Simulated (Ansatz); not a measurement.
Ni(NH2)2 (NiN2H4), relaxed as a triplet with UKS r2SCAN-D4/def2-TZVP in Ansatz, starting from the GFN2-xTB geometry. Force threshold 0.02 eV/Å.

The relaxation made no stability test and no search for a lower SCF solution.

Start:

```xyz
7

Ni    0.0075    0.0110    0.0065
N     1.4831   -1.0108    0.0253
H     1.6670   -1.7967   -0.6000
H     2.2779   -0.9262    0.6598
N    -1.4752    1.0226   -0.0225
H    -2.2598    0.8972   -0.6641
H    -1.7006    1.8030    0.5949
```

```csv
step,energy (eV),largest force component (eV/Å),SCF passes
1,-44088.7329,0.354,27
2,-44088.7411,0.201,41
3,-44088.7427,0.174,39
4,-44088.7440,0.129,39
5,-44088.7445,0.090,40
6,-44088.7446,0.061,39
7,-44088.7447,0.060,25
8,-44088.7447,0.070,25
9,-44088.7448,0.082,25
10,-44088.7451,0.001,37
```

Force components are those of the run's own axes.

End:

Cartesian coordinates in Å:
```
Ni 0.0006 0.0009 0.0006
N 1.4724 -1.0099 0.0243
H 1.6643 -1.7845 -0.5961
H 2.2509 -0.9031 0.6601
N -1.4720 1.0105 -0.0241
H -2.2506 0.8998 -0.6592
H -1.6657 1.7862 0.5944
```

By distances, no bond broke or formed. The bond that changes most is N5–H6, from 1.02 to 1.01 Å (atoms count from 1).

No frequencies were taken in this run, so the end may be a saddle point.

Hardware: 4 threads of Arm Neoverse V2 on a shared host. Wall time 20 s.
